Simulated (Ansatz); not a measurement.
Isolated molecules relaxed with PBE0-D4/def2-TZVP in Ansatz; ΔE leaves out vibrations. CBS: MP2 limit from def2 TZ/QZ plus the TZ coupled-cluster correction, frozen cores. DFT in def2-TZVPP. B3LYP here is the variant with VWN-RPA as its local correlation; programs differ in this. HSE06 is defined as in plane-wave codes. One conformer a species, not always the lowest.

Consider the formal exchange of groups at a B–O bond: `OB(O)[SiH3]` + `CC(C)(F)C=O` → `O=CB(O)[SiH3]` + `CC(C)(O)F`.

`OB(O)[SiH3]`:

```xyz
9

O    -1.674   -0.357    0.232
B    -0.406   -0.322   -0.266
O    -0.003   -0.999   -1.380
Si    0.986    0.807    0.693
H    -2.301   -0.901   -0.256
H    -0.678   -1.525   -1.822
H     0.434    1.441    1.920
H     2.157   -0.028    1.083
H     1.485    1.885   -0.205
```

`CC(C)(F)C=O`:

Z-matrix (Å, degrees):
```
C
C 1 1.513
H 1 1.091 2 109.8
H 1 1.091 2 110.6 3 -120.0
H 1 1.091 2 109.6 3 120.1
C 2 1.513 1 113.3 3 -56.1
F 2 1.395 1 108.4 3 64.3
C 2 1.520 1 110.0 3 -179.9
H 6 1.091 2 109.6 1 -64.3
H 6 1.091 2 109.8 1 55.8
H 6 1.091 2 110.6 1 175.9
O 8 1.197 2 123.3 1 63.4
H 8 1.111 2 114.3 1 -116.5
```

`O=CB(O)[SiH3]`:

Z-matrix (Å, degrees):
```
Si
B 1 2.023
H 1 1.491 2 109.5
H 1 1.491 2 109.2 3 -116.8
H 1 1.485 2 113.1 3 121.7
C 2 1.627 1 125.8 3 55.6
O 2 1.339 1 122.0 3 -124.5
O 6 1.212 2 117.5 1 -179.8
H 6 1.110 2 123.6 1 0.2
H 7 0.976 2 108.8 1 -179.9
```

`CC(C)(O)F`:

Z-matrix (Å, degrees):
```
C
C 1 1.513
H 1 1.091 2 110.1
H 1 1.090 2 110.6 3 120.6
H 1 1.093 2 109.9 3 -120.0
C 2 1.507 1 114.3 3 -62.1
O 2 1.382 1 112.4 3 61.2
F 2 1.400 1 106.4 3 179.4
H 6 1.090 2 109.2 1 -179.0
H 6 1.090 2 110.1 1 -59.1
H 6 1.090 2 110.1 1 61.5
H 7 0.962 2 108.6 1 48.2
```

(1) Is it downhill or uphill in electronic energy at CCSD(T)/CBS, and by how much? (Estimate.)

(2) What do these levels give: B97M-V, PBE0-D4, B3LYP-D4, r2SCANh-D4, revPBE, r2SCAN0, HSE06, LC-ωPBE, RPA@PBE/def2-TZVPP, MP2/def2-SVP, HF/CBS(def2), CCSD/CBS(def2)? (Estimate.)

Largest T1 diagnostic among the species: 0.016.

Answers

(1) Ansatz gave: Uphill: ΔE = +1.52 eV.

(2) Computed: B97M-V 1.54, PBE0-D4 1.50, B3LYP-D4 1.53, r2SCANh-D4 1.53, revPBE 1.43, r2SCAN0 1.54, HSE06 1.49, LC-ωPBE 1.48, RPA@PBE/def2-TZVPP 1.43, MP2/def2-SVP 1.54, HF/CBS(def2) 1.61, CCSD/CBS(def2) 1.54 eV.

From BLYP to BHLYP (50 % exact exchange), in def2-TZVPP and without D4, ΔE moves by +0.09 eV. At CCSD(T), def2-SVP lies −0.06 eV from the extrapolated value and def2-TZVPP −0.00 eV.
